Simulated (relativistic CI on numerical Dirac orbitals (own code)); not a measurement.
W5+: resonant inelastic scattering at the O2,3 edge

Computed with this model: Dirac-Coulomb-Breit CI, separate exchange-only KLI orbitals for each configuration, a model potential for QED, valence Slater integrals scaled by 0.8, Kramers-Heisenberg scattering through one core-hole configuration in a parametric crystal field; configurations [Xe] 4f14 5d → [Kr] 4d10 4f14 5s2 5p5 5d2; 300 K; core-hole width 0.6 eV; summed over polarisations. Incident energies are the highest absorption maxima for each field (at most a few, so the weaker spin-orbit partner edge can be absent), on the computed scale of the free ion. Intensities are in per cent of the strongest line above 0.02 eV; levels within 1 cm⁻¹ are merged; final levels count from the ground level, the first row holds all elastic scattering, lines under 0.4 are left out and each table stops after 24 rows. The scale of the Slater integrals is a model choice and moves the terms in proportion.

Field parameters in Wybourne normalisation: Oh B⁴₀ = 21Dq, B⁴₄ = √(5/14) B⁴₀. The field is a parameter set, without covalency.

S is read from ⟨S²⟩ = S(S + 1).

Oh, 10Dq = 10000 cm⁻¹:

| Final level (eV) | Degeneracy | Irrep | S | 45.2 eV | 56.1 eV | 57 eV |
| --- | --- | --- | --- | --- | --- | --- |
| 0.000 | 4 | Γ8 | 0.50 | 37.3 | 91.6 | 170.0 |
| 0.748 | 2 | Γ7 | 0.50 | 3.7 | 21.6 | 100.0 |
| 1.739 | 4 | Γ8 | 0.50 | 8.7 | 24.6 | 34.3 |

Oh, 10Dq = 22550 cm⁻¹:

| Final level (eV) | Degeneracy | Irrep | S | 46 eV | 55.9 eV | 57.1 eV |
| --- | --- | --- | --- | --- | --- | --- |
| 0.000 | 4 | Γ8 | 0.50 | 46.5 | 94.2 | 228.5 |
| 0.675 | 2 | Γ7 | 0.50 | 2.1 | 0.8 | 100.0 |
| 3.150 | 4 | Γ8 | 0.50 | 2.7 | 15.7 | 5.8 |

For the first field the strongest loss at the lowest incident energy is the level at 1.74 eV (S = 0.50, against 0.50 in the thermal ground state).
